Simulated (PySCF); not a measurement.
## Manganese: a sound run and one with changed settings

Sound run: Mn²⁺ [Ar] 3d5, Mn³⁺ [Ar] 3d4. Calculation: PySCF 2.14, in jorge-DZP-DKH (8s6p2d1f, 43 functions); scalar relativity by spin-free X2C-1e. In the sound run the correlated levels freeze [Ar]. The sound run starts from symmetry-adapted Hartree-Fock orbitals and uses a fine grid where one is needed.

Changed run: initial guess sap, at most 50 SCF cycles.

```json
{"species": "Mn²⁺", "method": "UHF", "sound run (hartree)": "-1156.38550", "changed run (hartree)": "-1156.38550", "converged": "yes"}
{"species": "Mn²⁺", "method": "r2SCAN", "sound run (hartree)": "-1157.41392", "changed run (hartree)": "-1157.41392", "converged": "yes"}
{"species": "Mn³⁺", "method": "UHF", "sound run (hartree)": "-1155.21577", "changed run (hartree)": "-1155.21577", "converged": "yes"}
{"species": "Mn³⁺", "method": "r2SCAN", "sound run (hartree)": "-1156.19900", "changed run (hartree)": "-1156.19900", "converged": "yes"}
```

Here the plain start reaches the same solutions.
